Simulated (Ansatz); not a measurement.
Program: Ansatz. Geometries: PBE0-D4/def2-TZVP. ΔE: electronic, gas phase. CCSD(T)/CBS adds triple-zeta CCSD(T) − MP2 to the extrapolated MP2 energy (def2 sets, frozen cores). This one scheme is used for every species. DFT in def2-TZVPP. One conformer a species, not always the lowest.

Consider the formal exchange of groups at a B–S bond: `FB(F)S` + `FCC(F)(F)F` → `FB(F)C(F)(F)F` + `FCS`.

```json
{"species": "`FB(F)S`", "PBE0-D4 energy (Eh)": "-623.23207"}
{"species": "`FCC(F)(F)F`", "PBE0-D4 energy (Eh)": "-476.53761"}
{"species": "`FB(F)C(F)(F)F`", "PBE0-D4 energy (Eh)": "-562.00015"}
{"species": "`FCS`", "PBE0-D4 energy (Eh)": "-537.72724"}
```

Question: Work out ΔE.

Answer: ΔE = (-562.00015) + (-537.72724) − (-623.23207) − (-476.53761) = 0.04229 Eh = +1.15 eV. CCSD(T)/CBS gives +1.15 eV.

Largest T1 diagnostic among the species: 0.013.

From BLYP to BHLYP (50 % exact exchange), in def2-TZVPP and without D4, ΔE moves by +0.18 eV. Leaving LDA and LC-ωPBE aside and taking each functional with its dispersion term where it has one, the values, not all of them listed here, spread over 0.23 eV, from BLYP-D4 to B97M-V. LDA lies +0.09 eV from PBE without D4.
